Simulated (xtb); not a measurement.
Cl₂Fe, septet, at a GFN2-xTB geometry of the parent state (such geometries of metal compounds can be far from the true shape) (another spin typed on purpose, not shown lowest); xtb with GFN1-xTB.

Here is a job for xtb.
```
$ xtb mol.xyz --gfn 1 --chrg 0 --uhf 6 --json

# file mol.xyz
3

Fe    -0.40815377     0.20857746    -0.36293014
Cl     1.54992816     0.14750098    -0.93808064
Cl    -0.92569298    -0.46650180     1.49315026
```

It wrote (shortened):

```
   ID    Z sym.   atoms
    1   26 Fe     1
    2   17 Cl     2, 3

           -------------------------------------------------
          |                Calculation Setup                |
           -------------------------------------------------

           -------------------------------------------------
          |                 G F N 1 - x T B                 |
           -------------------------------------------------

          ...................................................
          :                      SETUP                      :
          :.................................................:
          :  # basis functions                  30          :
          :  # atomic orbitals                  27          :
          :  # shells                            9          :
          :  # electrons                        22          :
          :  # halogen bonds                     0          :
          :  max. iterations                   250          :
          :  Hamiltonian                  GFN1-xTB          :
          :  restarted?                      false          :
          :  GBSA solvation                  false          :
          :  PC potential                    false          :
          :  electronic temp.          300.0000000     K    :
          :  accuracy                    1.0000000          :
          :  -> integral cutoff          0.2500000E+02      :
          :  -> integral neglect         0.1000000E-07      :
          :  -> SCF convergence          0.1000000E-05 Eh   :
          :  -> wf. convergence          0.2000000E-04 e    :
          :  Broyden damping             0.4000000          :
          :  net charge                          0          :
          :  unpaired electrons                  6          :
          ...................................................

 iter      E             dE          RMSdq      gap      omega  full diag
   1     -2.9626834 -0.296268E+01  0.332E+01    2.64       0.0  T
   2     23.5883124  0.265510E+02  0.535E+01    0.00       1.0  T
   3    -10.1674155 -0.337557E+02  0.144E+01    0.89       1.0  T
   4    -10.7696130 -0.602197E+00  0.104E+01    1.88       1.0  T
   5    -10.3985788  0.371034E+00  0.119E+01    2.60       1.0  T
   6     -8.4224332  0.197615E+01  0.207E+01    2.69       1.0  T
   7    -11.0982008 -0.267577E+01  0.538E+00    2.20       1.0  T
   8    -11.0816398  0.165610E-01  0.537E+00    2.18       1.0  T
   9    -11.2625149 -0.180875E+00  0.112E+00    2.38       1.0  T
  10    -11.2671234 -0.460853E-02  0.900E-01    2.44       1.0  T
  11    -11.2712945 -0.417112E-02  0.196E-01    2.42       1.0  T
  12    -11.2681303  0.316425E-02  0.693E-01    2.40       1.0  T
  13    -11.2681835 -0.532803E-04  0.688E-01    2.40       1.0  T
  14    -11.2712390 -0.305544E-02  0.115E-01    2.42       1.0  T
  15    -11.2713225 -0.835221E-04  0.272E-02    2.42       2.1  T
  16    -11.2713253 -0.283512E-05  0.153E-02    2.42       3.8  T
  17    -11.2713267 -0.140402E-05  0.236E-03    2.42      24.5  T
  18    -11.2713268 -0.339025E-07  0.162E-04    2.42     355.6  T
  19    -11.2713268 -0.167191E-09  0.584E-06    2.42    9878.6  T

   *** convergence criteria satisfied after 19 iterations ***

         :::::::::::::::::::::::::::::::::::::::::::::::::::::
         ::                     SUMMARY                     ::
         :::::::::::::::::::::::::::::::::::::::::::::::::::::
         :: total energy             -11.256445737185 Eh    ::
         :: gradient norm              0.063862975398 Eh/a0 ::
         :: HOMO-LUMO gap              2.420758146606 eV    ::
         ::.................................................::
         :: SCC energy               -11.271326773262 Eh    ::
         :: -> electrostatic           0.011522326305 Eh    ::
         :: repulsion energy           0.015874343749 Eh    ::
         :: dispersion energy         -0.000993307672 Eh    ::
         :: halogen bond corr.         0.000000000000 Eh    ::
         :: add. restraining           0.000000000000 Eh    ::
         :: total charge              -0.000000000033 e     ::
         :::::::::::::::::::::::::::::::::::::::::::::::::::::

           -------------------------------------------------
          |                Property Printout                |
           -------------------------------------------------

    * Orbital Energies and Occupations

         #    Occupation            Energy/Eh            Energy/eV
      -------------------------------------------------------------
         1        2.0000           -0.9456819             -25.7333
         2        2.0000           -0.9357419             -25.4628
         3        2.0000           -0.5186327             -14.1127
         4        2.0000           -0.5137902             -13.9809
         5        2.0000           -0.5136697             -13.9777
         6        2.0000           -0.5117483             -13.9254
         7        2.0000           -0.5011254             -13.6363
         8        2.0000           -0.4954030             -13.4806
         9        1.0000           -0.4639555             -12.6249
        10        1.0000           -0.4636742             -12.6172
        11        1.0000           -0.4474523             -12.1758
        12        1.0000           -0.4432989             -12.0628
        13        1.0000           -0.4287039             -11.6656
        14        1.0000           -0.2580424              -7.0217 (HOMO)
        15                         -0.1690811              -4.6009 (LUMO)
        16                         -0.0728307              -1.9818
        17                         -0.0699082              -1.9023
        18                         -0.0670161              -1.8236
        19                         -0.0669668              -1.8223
        20                         -0.0668347              -1.8187
        21                         -0.0668258              -1.8184
        22                         -0.0536271              -1.4593
        23                         -0.0490214              -1.3339
        24                         -0.0386694              -1.0522
        25                         -0.0123011              -0.3347
       ...                                ...                  ...
        27                          0.4337814              11.8038
      -------------------------------------------------------------
                  HL-Gap            0.0889612 Eh            2.4208 eV
             Fermi-level           -0.3467520 Eh           -9.4356 eV

  Mulliken/CM5 charges         n(s)   n(p)   n(d)
     1Fe   -0.02654  0.11849   0.758  1.184  6.085
     2Cl    0.01327 -0.05924   1.872  5.115 -0.001
     3Cl    0.01327 -0.05924   1.872  5.115 -0.001

Wiberg/Mayer (AO) data.
largest (>0.10) Wiberg bond orders for each atom

 ---------------------------------------------------------------------------
     #   Z sym  total        # sym  WBO       # sym  WBO       # sym  WBO
 ---------------------------------------------------------------------------
     1  26 Fe   3.024 --     2 Cl   1.512     3 Cl   1.512
     2  17 Cl   1.607 --     1 Fe   1.512
     3  17 Cl   1.607 --     1 Fe   1.512
 ---------------------------------------------------------------------------

Topologies differ in total number of bonds
Writing topology from bond orders to xtbtopo.mol

 dipole moment from electron density (au)
     X       Y       Z
   0.5553  -0.2838   0.4938  total (Debye):    2.022

           -------------------------------------------------
          | TOTAL ENERGY              -11.256445737185 Eh   |
          | GRADIENT NORM               0.063862975398 Eh/α |
          | HOMO-LUMO GAP               2.420758146606 eV   |
           -------------------------------------------------

normal termination of xtb
```
